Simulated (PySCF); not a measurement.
C₃H₉Al (SMILES [CH3][Al]([CH3])[CH3]), singlet, at a GFN2-xTB geometry (such geometries of metal compounds can be far from the true shape). Base run: PySCF with B3LYP/def2-SV(P).

Geometry (Å):
```xyz
13

Al     0.0138     0.0054     0.0011
C     -1.3671    -1.4233    -0.1771
H     -1.4496    -1.8017    -1.2017
H     -2.3693    -1.0745     0.0944
H     -1.1512    -2.2874     0.4605
C     -0.1603     1.6962    -1.0431
H      0.6968     1.8726    -1.7019
H     -0.2310     2.5810    -0.4013
H     -1.0518     1.6977    -1.6796
C      1.5688    -0.2575     1.2229
H      2.2408     0.6075     1.2272
H      2.1765    -1.1261     0.9475
H      1.2631    -0.4236     2.2615
```
Charge 0, spin multiplicity 1.
All else is at PySCF's defaults.
Base energy -362.01763 Eh.

Variants of this job, named by their change:

```tsv
change	ΔE vs base (mEh)	grid points	electrons on the grid
base	0.000	149808	40.00003
grids.atom_grid = (30, 110)	0.190	32016	39.99955
grids.level = 2	0.003	93864	39.99999
grids.level = 0	56.501	10464	39.99332
grids.radi_method = gauss_chebyshev	0.000	145944	40.00003
grids.level = 4	0.004	255888	40.00000
grids.atom_grid = (99, 590)	0.004	422672	40.00000
grids.radi_method = delley	0.000	160960	40.00003
grids.level = 1	0.023	44144	39.99992
grids.atom_grid = (150, 974)	0.004	1057504	40.00000
grids.prune = dft.gen_grid.treutler_prune	0.001	129720	40.00003
```
